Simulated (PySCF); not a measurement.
# Peak assignment

Numbering as in the mapped SMILES `[O:1]=[C:2]([OH:3])[c:4]1[cH:5][cH:6][cH:7][c:8]([CH2:9][F:10])[cH:11]1` (H(Xn): hydrogen on atom n).

Gas phase, rapidly exchanging positions averaged, one computed conformer, non-relativistic. GFN2-xTB geometry; shielding tensors at PBE0/pcSseg-1 (GIAO); PySCF.

Chemical shifts δ = σref − σ; 13C (σref 186.93) and 1H (σref 31.72) against TMS, all at this level.

(1) Assign these signals to the numbered atoms. 13C{1H} NMR (computed): δ 171.0 (C), 145.1 (C), 135.0 (CH), 134.3 (CH), 134.1 (CH), 132.8 (C), 131.9 (CH), 86.6 (CH2).

(2) Assign these signals to the numbered atoms. 1H NMR (400 MHz, computed): δ 8.39 (d, 1H), 8.30 (m, 1H), 8.10 (m, 1H), 7.86 (m, 1H), 6.41 (br s, 1H), 6.05 (m, 2H).

Answers

(1) 
| δ (ppm) | atoms | environment | reason |
| --- | --- | --- | --- |
| 171.0 | C2 | carboxylic acid carbon | it is a carbonyl in resonance with an O or N lone pair, the region of acids, esters and amides |
| 145.1 | C8 | substituted aromatic carbon | – |
| 135.0 | C5 | aromatic CH | the aromatic region |
| 134.3 | C6 | aromatic CH | – |
| 134.1 | C7 | aromatic CH | – |
| 132.8 | C4 | substituted aromatic carbon | – |
| 131.9 | C11 | aromatic CH | the aromatic region |
| 86.6 | C9 | sp3 CH2 bonded to F, on an aromatic ring | the inductive effect lowers its shielding |

C5 and C6; C6 and C7; C7 and C4; C4 and C11 lie closer than the usual error of such a calculation, so a measured spectrum could show them in the other order.

(2) 
```tsv
δ (ppm)	atoms	environment	reason
8.39	H(C5)	hydrogen on an aromatic CH	ring current plus the deshielding of an ortho carbonyl group
8.30	H(C11)	hydrogen on an aromatic CH	–
8.10	H(C7)	hydrogen on an aromatic CH	–
7.86	H(C6)	hydrogen on an aromatic CH	–
6.41	H(O3)	hydrogen on an acid hydroxyl oxygen	labile proton, position sensitive to the medium
6.05	H(C9)	hydrogen on an sp3 CH2 bonded to F, on an aromatic ring	its carbon carries F, hence the downfield position
```

H(C5) and H(C11) lie closer than the usual error of such a calculation, so a measured spectrum could show them in the other order.

OH and NH positions are those of a molecule without intermolecular hydrogen bonds; in solution they move with solvent, concentration and temperature, and exchange usually removes their couplings. Splittings by 19F in the carbon and heteronuclear signals aren't shown, as no couplings were computed. Shifts are as computed. Against solution values, carbons near 30 ppm lie about +3 ppm off and those near 130 ppm about +5 ppm. Of 1211 compounds with measured shifts, 218 miss one by over three times the rms of a fit or turn the order of signals round; such compounds aren't used in these exercises. Hydrogen bonding in solution deshields acid and N–H amide carbonyl carbons by as much as 10 ppm beyond these values. No couplings were computed; multiplicities are counted from neighbouring protons, with m where these are inequivalent, close in shift, in a saturated or five-membered ring or joined by F or P, and br s for small geminal =CH2 splittings.
